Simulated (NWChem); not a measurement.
Atomisation of C2H8Si2

```xyz
12

Si    -1.7929    -0.6580    -0.4098
C     -0.6332    -0.2326     1.0116
C      0.6332     0.2326     1.0116
Si     1.7929     0.6580    -0.4098
H     -2.1935    -2.0930    -0.2972
H     -3.0324     0.1672    -0.2878
H     -1.1837    -0.4264    -1.7475
H     -1.0916    -0.4011     1.9999
H      1.0916     0.4011     1.9999
H      1.1837     0.4264    -1.7475
H      3.0324    -0.1672    -0.2878
H      2.1935     2.0930    -0.2972
```
Charge 0, spin multiplicity 1.

All runs are NWChem calculations. All single points use one geometry, from B3LYP/def2-SVP, a minimum by its harmonic frequencies.

Basis set: def2-TZVP. The atomisation energy is electronic alone: no zero-point, thermal, spin-orbit or counterpoise terms. No value is extrapolated to the basis-set limit. Free atoms are single determinants with multiplicities Si 3, C 3, H 2. Correlated methods freeze the same cores in atoms and molecule, 12 orbitals in all.

B3LYP has NWChem's definition, with VWN1-RPA local correlation. The structure started from a generated list of species. The stability of the SCF solutions was not checked. Open-shell Hartree-Fock references start from PBE0 orbitals.

Q: Order these methods by the atomisation energy they give, lowest first: PBE, MP2, HF, BLYP.

A: HF (746.4 kcal/mol), MP2 (942.7 kcal/mol), BLYP (960.1 kcal/mol), PBE (975.6 kcal/mol)
